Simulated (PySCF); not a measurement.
C4H12W, SMILES [CH3][W]([CH3])([CH3])[CH3], multiplicity 1. Geometry: PBE0-D3(BJ)/def2-SVP. The multiplicity is an assumed one; other spin states were not compared. The def2 effective core potentials stand for the cores of W; spin–orbit coupling is left out.

Problem. Give the equilibrium geometry at PBE0-D3(BJ)/def2-SVP (PySCF confirms it by a frequency run) as Cartesian coordinates in Å, and its point group. (The exact figures need the calculation; the answer reports its results.)

Solution. point group D2d.
```xyz
17

W      0.0000     0.0000     0.0000
C     -1.1702    -1.1702     1.2550
C      1.1702     1.1702     1.2550
C     -1.1702     1.1702    -1.2550
C      1.1702    -1.1702    -1.2550
H     -0.6649    -1.9385     1.8699
H     -1.6986    -1.6986     0.4252
H     -1.9385    -0.6649     1.8699
H      1.6986     1.6986     0.4252
H      1.9385     0.6649     1.8699
H      0.6649     1.9385     1.8699
H     -1.9385     0.6649    -1.8699
H     -1.6986     1.6986    -0.4252
H     -0.6649     1.9385    -1.8699
H      0.6649    -1.9385    -1.8699
H      1.6986    -1.6986    -0.4252
H      1.9385    -0.6649    -1.8699
```
Charge 0, spin multiplicity 1.
